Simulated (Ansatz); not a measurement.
Cost and result for the atomization energy of CH$_{8}$FNOSi$_{2}$, SMILES `CO[SiH2]N[SiH2]F` (14 atoms, 13 bonds).

```csv
atom,x (Å),y (Å),z (Å)
C1,1.869,-0.095,-2.047
O2,0.755,-0.381,-1.234
Si3,0.567,0.236,0.274
N4,-0.722,-0.580,1.059
Si5,-2.276,0.027,1.424
F6,-2.369,0.582,2.923
H7,1.867,-0.790,-2.888
H8,1.824,0.926,-2.441
H9,2.812,-0.216,-1.500
H10,1.850,0.048,1.005
H11,0.202,1.676,0.230
H12,-0.541,-1.536,1.335
H13,-2.563,1.166,0.526
H14,-3.274,-1.062,1.335
```

Total charge 0; spin multiplicity 1. Geometry: relaxed with PBE0-D4/def2-TZVP. It is one conformer, not always the lowest. Program: Ansatz. All runs use 2 threads of an AMD EPYC 7R13 on a shared host and a share of an NVIDIA H100 80 GB. Times are those of one run each, without the atoms' runs, and a repeat can differ threefold. Electronic energies, without spin–orbit coupling; frozen cores. CCSD(T)/CBS adds CCSD(T) − MP2 in def2-TZVPP to the MP2 limit, and its time is that of the two runs behind it. T1 = 0.011. B3LYP takes the VWN-RPA correlation (the form of Gaussian; ORCA's B3LYP/G).

CCSD(T)/CBS is a level of theory with its own doubt, some kJ/mol a heavy atom from the limit and from the frozen cores, so smaller differences don't rank the functionals.

```json
{"level": "PBE0-D4/def2-TZVPP", "functions": "320", "wall time": "1.8 s", "atomization (kcal/mol)": "1216.4", "difference from CCSD(T)/CBS": "-16.7", "per bond": "-1.3"}
{"level": "B3LYP-D4/def2-TZVPP (with forces)", "functions": "320", "wall time": "2.3 s", "atomization (kcal/mol)": "1227.9", "difference from CCSD(T)/CBS": "-5.2", "per bond": "-0.4"}
{"level": "PBE-D4/def2-TZVPP (with forces)", "functions": "320", "wall time": "2.4 s", "atomization (kcal/mol)": "1234.8", "difference from CCSD(T)/CBS": "1.7", "per bond": "0.1"}
{"level": "B2PLYP/def2-TZVPP", "functions": "320", "wall time": "2.8 s", "atomization (kcal/mol)": "1216.0", "difference from CCSD(T)/CBS": "-17.1", "per bond": "-1.3"}
{"level": "ωB97X-V/def2-TZVPP", "functions": "320", "wall time": "2.9 s", "atomization (kcal/mol)": "1235.1", "difference from CCSD(T)/CBS": "2.0", "per bond": "0.2"}
{"level": "r2SCAN-D4/def2-TZVPP (with forces)", "functions": "320", "wall time": "3.1 s", "atomization (kcal/mol)": "1225.9", "difference from CCSD(T)/CBS": "-7.2", "per bond": "-0.6"}
{"level": "MP2/def2-QZVPP", "functions": "608", "wall time": "4 s", "atomization (kcal/mol)": "1237.0", "difference from CCSD(T)/CBS": "3.9", "per bond": "0.3"}
{"level": "ωB97M-V/def2-TZVPP (with forces)", "functions": "320", "wall time": "4 s", "atomization (kcal/mol)": "1232.8", "difference from CCSD(T)/CBS": "-0.3", "per bond": "0.0"}
{"level": "CCSD(T)/def2-TZVPP", "functions": "320", "wall time": "5.5 s", "atomization (kcal/mol)": "1197.2", "difference from CCSD(T)/CBS": "-35.9", "per bond": "-2.8"}
{"level": "CCSD(T)/CBS(def2)", "functions": "–", "wall time": "9.5 s", "atomization (kcal/mol)": "1233.1", "difference from CCSD(T)/CBS": "0.0", "per bond": "0.0"}
```

The D4 term adds +11.3 kcal/mol with B3LYP and +6.0 kcal/mol with PBE0; it sums over pairs of atoms, weighted by their polarisabilities, and B3LYP, whose exchange is more repulsive, gets the larger term. In def2-TZVPP, CCSD(T) changes the Hartree–Fock value by +296.3 kcal/mol (the triples alone add +15.2 kcal/mol) and MP2 by +314.3 kcal/mol; breaking electron pairs costs correlation energy, which Hartree–Fock lacks. From PBE to PBE0 (25 % exact exchange), in def2-TZVPP and without D4, the atomization energy moves by −17.3 kcal/mol: exact exchange takes away binding that semilocal exchange gives to molecules.
